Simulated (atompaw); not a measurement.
**What one change does to a pseudopotential (O, PAW (atompaw))**

* Element: O (Z = 8)
* Generator: atompaw 4.2.0.5
* Type: PAW
* Functional: PBE
* Relativity: scalar-relativistic
* Frozen core: [He]
* Valence charge: 6
* Reference configuration: 2s2 2p3 (charge +1)
* Partial waves: 2s (bound): rc 1.90 bohr; 2s channel at -1.75 Ry: rc 1.90 bohr; 2p (bound): rc 1.90 bohr; 2p channel at -0.7 Ry: rc 1.90 bohr
* Local potential: troulliermartins scheme with l = 2 at 1 Ry, radius 1.55 bohr
* Core correction: smooth core density matched at 1.00 bohr
* Augmentation charge: sinc compensation charge, radius 1.65 bohr; PAW radius 1.90 bohr; waves and projectors: custom polynom gramschmidtortho

All-electron outer shells of the reference configuration (PBE, scalar-relativistic, ld1.x):

```
shell  level (eV)  outermost node (bohr)  outermost maximum (bohr)
   2s      -39.66                   0.28                      0.86
   2p      -24.45                      –                      0.79
```

Change: all radii scaled by about 1.25 (s 2.38, p 2.38 bohr); local potential troulliermartins scheme with l = 2 at 1 Ry, radius 1.94 bohr; augmentation sinc compensation charge, radius 2.06 bohr; PAW radius 2.38 bohr; waves and projectors: custom polynom gramschmidtortho; core correction smooth core density matched at 1.26 bohr.

Cutoffs: the cutoffs (Ry, on a coarse ladder) from which the occupation-weighted sum of valence levels, in a spherical-Bessel basis at the reference potential, stays within 10 and 1 mRy of its value at 400 Ry; they do not see the model core or the augmentation charge, which bear on the density cutoff.

Task: What does the change do?

Result: The potential gets softer (18 Ry and 35 Ry → 12 Ry and 21 Ry); neither file shows a bound ghost. A larger radius leaves more room for a smooth pseudo-wave, so fewer plane waves are needed.

```tsv
quantity	base	changed
cutoff, loose	18 Ry	12 Ry
cutoff, tight	35 Ry	21 Ry
loose cutoff by channel (10 mRy a level)	s 12 Ry, p 18 Ry	s 8 Ry, p 12 Ry
bound ghosts	none	none
lowest overlap eigenvalue by channel	s 0.89, p 0.92	s 0.89, p 0.91
```

 The cutoffs see the waves, projectors and local potential, not the compensation charge or the core.
